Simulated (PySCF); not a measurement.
Species: C₈H₁₀Si.
Structure used (PBE0-D3(BJ)/def2-SVP), in Å, numbered top down from 1:
```
atom  x, y, z in Å
C1     5.2863   -1.4895   -1.5473
C2     4.0145   -0.9921   -1.0633
C3     2.9448   -0.5717   -0.6539
C4     1.7445   -0.1035   -0.1968
C5     0.6671    0.3128    0.2080
C6    -0.5605    0.8046    0.7068
C7    -1.6823    0.9414   -0.0305
C8    -2.9889    1.4155    0.4935
Si9   -4.2049   -0.0220    0.7562
H10    5.1429   -2.2280   -2.3523
H11    5.9067   -0.6716   -1.9477
H12    5.8540   -1.9783   -0.7395
H13   -0.5786    1.0919    1.7666
H14   -1.6449    0.6468   -1.0858
H15   -3.4664    2.1185   -0.2106
H16   -2.8722    1.9384    1.4570
H17   -3.6653   -0.9577    1.7870
H18   -5.5265    0.5089    1.2133
H19   -4.3984   -0.7656   -0.5255
```

All values: PBE0/pcSseg-1 and wB97X-D/def2-SVPD (PySCF, non-relativistic), on one gas-phase PBE0-D3(BJ)/def2-SVP geometry that isn't relaxed in the solvent. The solvent is an IEF-PCM continuum (van der Waals radii × 1.2). The model holds no explicit solvent molecules, cavitation or dispersion.

Gas phase at PBE0/pcSseg-1: HOMO -6.24 eV, LUMO -1.30 eV, dipole 0.43 D.

Task: What does the continuum do to the energy, the frontier levels and the dipole at PBE0/pcSseg-1 in acetone?

Result: 
```csv
solvent,ε,E(solvent) − E(gas) (kJ/mol),polarisation term (kJ/mol),distortion of the solute (kJ/mol),HOMO (eV),LUMO (eV),dipole (D)
acetone,20.49,-21.03,-25.80,4.77,-6.39,-1.41,0.71
```

The polarisation term is half the interaction of the solute with the surface charges that it induces; the rest is the cost of distorting the solute's density. The sum is the electrostatic part of solvation alone.

Task: Which ESP-fitted charges (PBE0/pcSseg-1) respond most in acetone (means over atoms taken as equivalent)?

Result: 
| atoms | environment | gas (e) | solvent (e) | change |
| --- | --- | --- | --- | --- |
| C4 | alkyne carbon | +0.161 | +0.102 | -0.059 |
| C6 | alkene CH carbon | -0.163 | -0.208 | -0.045 |
| H13 | vinylic hydrogen | +0.193 | +0.217 | +0.024 |
| C2 | alkyne carbon | +0.260 | +0.238 | -0.022 |
| Si9 | SiH3 silicon | +0.443 | +0.462 | +0.019 |
| H10/H11/H12 | methyl hydrogen | +0.185 | +0.201 | +0.016 |
| C8 | sp3 carbon bound to silicon | -0.311 | -0.296 | +0.015 |
| C5 | alkyne carbon | -0.158 | -0.144 | +0.014 |

Gas phase at wB97X-D/def2-SVPD: HOMO -7.87 eV, LUMO 0.34 eV, dipole 0.47 D.

Task: What does the continuum do to the energy, the frontier levels and the dipole at wB97X-D/def2-SVPD in acetone?

Result: 
```json
{"solvent": "acetone", "ε": "20.49", "E(solvent) − E(gas) (kJ/mol)": "-20.55", "polarisation term (kJ/mol)": "-25.33", "distortion of the solute (kJ/mol)": "4.78", "HOMO (eV)": "-8.02", "LUMO (eV)": "0.24", "dipole (D)": "0.77"}
```

Task: How does the static polarisability (wB97X-D/def2-SVPD, frozen core, with the continuum's full static response) change?

Result: 
| medium | isotropic (au) | principal values (au) | ⟨r²⟩ of the electrons (bohr²) |
| --- | --- | --- | --- |
| gas | 152.4 | 90.2, 96.0, 271.0 | 3556.4 |
| acetone | 201.9 | 122.9, 133.3, 349.6 | 3550.9 |

The isotropic value in acetone is 1.33 times the gas-phase one; no cavity-field correction is applied. ⟨r²⟩ is taken about the centre of nuclear charge.

Note: wB97X-D ran without an empirical dispersion term, which enters the total energy and its gradient alone.
